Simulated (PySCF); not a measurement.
A structure optimised at B3LYP-D3(BJ)/def2-SVP, used in a PySCF frequency run:

```xyz
11

C      0.0000     0.0000     1.3862
C      0.0000     1.1999     0.6725
C      0.0000     1.1429    -0.7252
N      0.0000     0.0000    -1.4157
C      0.0000    -1.1429    -0.7252
C      0.0000    -1.1999     0.6725
H      0.0000     0.0000     2.4792
H      0.0000     2.1645     1.1851
H      0.0000     2.0688    -1.3126
H      0.0000    -2.0688    -1.3126
H      0.0000    -2.1645     1.1851
```

Q: Write its SMILES, formula and point group.

A: c1ccncc1, C5H5N, C2v

Q: What are its rotational constants (standard atomic weights)?

A: 6.0136, 5.8030, 2.9532 GHz
